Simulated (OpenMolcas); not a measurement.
Xe VII: effect of the IPEA shift

```
Program             : OpenMolcas
Basis               : ANO-RCC-VQZP [8s7p5d3f2g]
Scalar Hamiltonian  : DKH2, point nucleus
Active space        : 2 electrons in 8 orbitals (5s 5p 6s 6p)
State averaging     : 2S+1 = 3 even, 3 roots; 2S+1 = 1 even, 7 roots; 2S+1 = 3 odd, 3 roots; 2S+1 = 1 odd, 3 roots
Spin-orbit coupling : RASSI with atomic mean-field integrals over the reference wave functions, term energies averaged over their components
```

Methods on the same reference wave functions:
A. CASSCF
B. MS-CASPT2, IPEA 0.25 Eh, imaginary shift 0.1 Eh (closed shells correlated: 4d)
C. MS-CASPT2, IPEA 0.5 Eh, imaginary shift 0.1 Eh (closed shells correlated: 4d)

Energies in cm-1 above 5s2 1S0, the measured ground level; measured values from Saloman, J. Phys. Chem. Ref. Data 33, 765 (2004).

```json
{"Level": "5s2 1S0", "A": "0.0", "B": "0.0", "C": "0.0", "Measured": "0.0"}
{"Level": "5s 5p 3P* 0", "A": "92853", "B": "97440", "C": "97480", "Measured": "96141"}
{"Level": "5s 5p 3P* 1", "A": "97047", "B": "101250", "C": "101300", "Measured": "100451"}
{"Level": "5s 5p 3P* 2", "A": "107941", "B": "112530", "C": "112570", "Measured": "113676"}
{"Level": "5s 5p 1P* 1", "A": "153904", "B": "140830", "C": "141290", "Measured": "143259"}
{"Level": "5p2 3P0", "A": "225557", "B": "225760", "C": "225970", "Measured": "223673"}
{"Level": "5p2 3P1", "A": "233791", "B": "234860", "C": "235050", "Measured": "234685"}
{"Level": "5p2 1S0", "A": "283350", "B": "274050", "C": "274370", "Measured": "273208"}
```

Deviations, from unrounded energies. A percentage is the sum of absolute deviations over the sum of measured energies, with the sign that they share, or ± where signs differ.

```csv
Against measurement,Levels,A,B,C
mean absolute deviation (cm-1),7,5100,1300,1300
other configurations (%),7,±3.0,±0.7,±0.8
```

B, C lie about equally close to measurement and A furthest from it. The largest miss of B in the table is 5s 5p 1P* 1, by -2400 cm-1. The ranking rests on the paired levels alone, and a cruder setting can come out closer through cancelling errors.

Between B and C the level of the table that moves most is 5s 5p 1P* 1, by 470 cm-1 (lowest in B, highest in C). Moves below CASPT2's spread within the term are not significant.

The lowest spin-free term lies below A's lowest term by 0.466 hartree in B, 0.465 hartree in C.

Over all roots computed the reference weight is 0.89 to 0.95 in B, 0.89 to 0.96 in C; the roots of lowest weight are the least certain, and an intruder state may touch them. Active for correlation alone: 6p 6s; no level in the range computed is led by a configuration that fills them, so any true level of that kind is missing. The ¹D term of p² mixes with s d, which this space lacks. Measured partners are found by configuration, term and J. A level has none where our copy of the source lacks it or the pairing is in doubt (some pairs that miss far off the trend of their configuration count as doubtful), and it then counts in no deviation. Levels of configurations outside the active space are missing. The table leaves out levels that lie high or whose names do not pair safely across all columns.

* marks odd parity.
